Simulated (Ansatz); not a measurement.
Consider the redistribution: `[CH3][Al]([CH3])[TeH]` + `[CH3][GeH2][Cl]` → `[CH3][Al]([CH3])[Cl]` + `[CH3][GeH2][TeH]`.

Program: Ansatz. Geometries: PBE0-D4/def2-TZVP. ΔE: electronic, gas phase. CBS: MP2 limit from def2 TZ/QZ plus the TZ coupled-cluster correction, frozen cores. Functionals use def2-TZVPP. HSE06 is defined as in plane-wave codes. Elements past krypton have def2 core potentials. For Ge, Te outer-core shells are correlated without core-valence functions, which leaves a few kJ/mol of doubt a bond. Scalar relativity is left out up to krypton.

Question: Is it downhill or uphill in electronic energy at CCSD(T)/CBS, and by how much? (An estimate is asked.)

Answer: The calculation gave: Downhill: ΔE = -37.2 kJ/mol.

Question: What do these levels give: BLYP-D4, B2PLYP, PBE-QIDH, HSE06, SCS-MP2/def2-TZVPP, CCSD/def2-TZVPP? (Estimate.)

Answer: Computed: BLYP-D4 -40.4, B2PLYP -38.0, PBE-QIDH -34.7, HSE06 -35.1, SCS-MP2/def2-TZVPP -34.9, CCSD/def2-TZVPP -35.4 kJ/mol.

Largest T1 diagnostic among the species: 0.010.

Leaving LDA and LC-ωPBE aside and taking each functional with its dispersion term where it has one, the values spread over 5.7 kJ/mol, from BLYP-D4 to PBE-QIDH. At CCSD(T), def2-SVP lies −3.0 kJ/mol from the extrapolated value and def2-TZVPP +2.3 kJ/mol.
